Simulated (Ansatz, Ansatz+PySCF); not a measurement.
```xyz
4

O     0.0000    0.0000   -0.3906
H     0.0000    0.0000    3.1246
H    30.0000    0.0000   -0.3804
H    30.0000    0.0000    0.3804
```

Basis set: 6-31G (spherical functions). Correlated methods keep 1 orbital frozen. Correlation on ROHF uses semicanonical orbitals with singles. Charge 0, multiplicity 2.

Computed with Ansatz (development build ahead of 0.2.0); each method stands on the lowest determinant of its kind that the runs found.

The atomization energy at this shape (free ground-state atoms in the same class of orbitals less the molecule, no zero-point energy) of doublet H₃O in separate pieces:

```json
{"method": "UHF-CCSD(T)", "atomization energy": "97.38 kcal/mol"}
{"method": "UHF-MP2", "atomization energy": "92.49 kcal/mol"}
{"method": "ROHF-CCSD(T)", "atomization energy": "43.97 kcal/mol"}
{"method": "ROHF-MP2", "atomization energy": "25.38 kcal/mol"}
{"method": "ROHF", "atomization energy": "4.61 kcal/mol"}
```

(1) What does UHF give?

Answers

(1) 81.43 kcal/mol. Caution for UHF-CCSD(T), UHF-MP2: bonds are stretched, where a single reference can fail. Caution for UHF-CCSD(T), UHF-MP2, UHF: the unrestricted determinant is a mixture of spin states. Caution for ROHF-CCSD(T), ROHF-MP2, ROHF: an unrestricted determinant lies well below. Caution for ROHF-CCSD(T), ROHF-MP2: large amplitudes, a single reference is doubtful. Caution for ROHF-CCSD(T): the program doubts this total; the program finds a lower state of this spin.

This basis has no polarisation functions and is too small for such energies, which can lie far from measured ones in either direction.
